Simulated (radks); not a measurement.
Task: All-electron calculation, non-relativistic Kohn-Sham, PBE, spin-unpolarised, spherical densities, point nucleus. Program: a radial shooting solver on a logarithmic mesh with Libxc functionals. Response by self-consistent Sternheimer equations with the Hartree and adiabatic LDA kernel. For heavy and open-shell atoms this level of theory can miss by tens of per cent. Rank Rh3+, Ar, Be+, Pd+, F2+, Ge+, Zn, I2+, K (NIST ground configurations) by static dipole polarisability, largest first.

Result: K 284.9, Zn 40.44, Be+ 19.60, Ge+ 19.54, I2+ 14.72, Ar 11.99, Pd+ 11.72, Rh3+ 4.700, F2+ 1.169 bohr^3.
